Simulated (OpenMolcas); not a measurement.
# Which level was it?

The species is InHCl2O (5 atoms), meant as a singlet with charge 0. SMILES: `[OH][In]([Cl])[Cl]`. The coordinates come from a PBE0-D4/def2-TZVP relaxation.

```xyz
5

O    -0.3478    1.5102   -0.1372
In   -0.0879   -0.4329   -0.1008
Cl    1.7226   -1.3206    1.0199
Cl   -1.5806   -1.8016   -1.1706
H     0.3436    1.9712    0.3472
```

A calculation with OpenMolcas 26.06 gave:

The total energy is -1185.4836 Eh and the dipole moment is 1.47 D. The HOMO energy is -10.29 eV and the LUMO energy is -1.11 eV. The HOMO–LUMO gap is 9.17 eV.

Problem. Which of these levels gave the numbers?
A. HF/3-21G
B. M06-L/def2-SVP (core potential)
C. B2PLYP/def2-SVP (core potential)
D. BHLYP/def2-SVP (core potential)

Solution. C. The others give -6704.5070 Eh (HF/3-21G), -1186.2657 Eh (M06-L/def2-SVP (core potential)), -1185.9986 Eh (BHLYP/def2-SVP (core potential)).
